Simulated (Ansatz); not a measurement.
Ansatz (a program for electronic structure) job for BH, SMILES [BH] (connectivity only; charge and spin as stated), charge +1, multiplicity 2, PBE/def2-TZVPD. Coordinates come from a B3LYP-D3(BJ)/def2-TZVPD optimisation. The multiplicity is an assumed one; other spin states were not compared.

Ansatz 0.2 input:
```yaml
crystal:
  periodic: [false, false, false]
  atoms:
    - {symbol: B, position_ang: [0.00000000, 0.00000000, -0.20073110]}
    - {symbol: H, position_ang: [0.00000000, 0.00000000, 1.00365550]}
basis:
  gaussian:
    orbitals: def2-TZVPD
hamiltonian:
  xc: {name: PBE}
total_charge: 1
magnetization: {spin_polarized: true, initial_magnetization: 1}
```

Output:

```
WARN ansatz: RAYON_NUM_THREADS=1 ignored (pool sized by the plan → 1); use --threads N
Functional definition: PBE
integrals: 0.00 GiB planned
216 factors; their error is unknown
mean field: 0.08 GiB planned
mean field evaluation 1: about -676.6139 eV, gradient 8.9e0 eV
mean field evaluation 2: about -677.0988 eV, gradient 3.8e0 eV
mean field evaluation 4: about -677.2224 eV, gradient 9.7e-2 eV
mean field evaluation 8: about -677.2145 eV, gradient 2.7e-3 eV
mean field -677.21446979 eV, -24.8871727322 hartree, gradient 1.8e-5 eV, S^2 0.751478; 0 other end points of the search recorded, 0 dependent functions left out
reference -677.21450339 eV, -24.8871739670 hartree; 3, 2 occupied and 43, 44 virtual orbitals, 216 factors
Total energy: -677.21450339 eV, -24.8871739670 hartree
```

The calculation finished and met its thresholds.
